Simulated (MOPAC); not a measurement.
MOPAC input (PM6):

```
PM6 FORCE THERMO(298,298) PRECISE LET CHARGE=-1 GEO-OK AUX(PRECISION=9) THREADS=1
HSe

Se    0.00000000 1    0.00000000 1   -0.03183093 1
H     0.00000000 1    0.00000000 1    1.42566018 1
```

Question: Which zero-point energy does it print?

Answer: 3.64 kcal/mol, from the harmonic wavenumbers of PM6.
